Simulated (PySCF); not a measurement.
# N: excitation energy

N [He] 2s2 2p3 (4S) → N [He] 2s1 2p3 3d1 (6D), as a difference of total energies. Computed with PySCF 2.14 in aug-cc-pVTZ with one added diffuse shell each of s, p, d, f type (6s5p4d3f, 62 functions), with the non-relativistic Hamiltonian (point nucleus). Correlated levels: valence: 1s2 frozen. The calculations carry no spin-orbit coupling.

| method | excitation energy (eV) |
| --- | --- |
| UHF | 17.311 |
| MP2 (valence) | 19.169 |
| SCS-MP2 (valence) | 19.529 |
| CCSD (valence) | 19.432 |
| CCSD(T) (valence) | 19.495 |

Task: How much does correlation contribute at CCSD(T) (valence)?

Result: 19.495 − (17.311) = 2.184 eV, measured against UHF.

The upper state lies above the first ionisation limit, but in LS coupling its spin forbids autoionisation to the ground ion. A Rydberg-like electron needs more diffuse functions than a valence basis has.

The promoted electron is Rydberg-like, and one or two diffuse shells describe it only roughly, which tends to raise the upper state.
